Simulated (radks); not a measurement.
Problem. Valence configurations of Ar II (all share [Ne]). All-electron calculation, scalar-relativistic Kohn-Sham, SCAN, spin-polarised, spherical densities, finite nucleus; open shells are filled with parallel spins first; meta-GGA in the generalised Kohn-Sham scheme; Fermi nuclear charge, rms radius 3.4274 fm. Program: a radial shooting solver on a logarithmic mesh with Libxc functionals. Order these by energy: 3s2 3p5; 3s1.5 3p5.5; 3s1 3p6.

Solution. From the lowest, in eV above it: 3s2 3p5 0.000; 3s1.5 3p5.5 7.642; 3s1 3p6 15.224. NIST lists [Ne] 3s2 3p5 as the ground configuration; this level of theory agrees among the configurations tried. The energies are those of spherical high-spin densities, not of single terms.
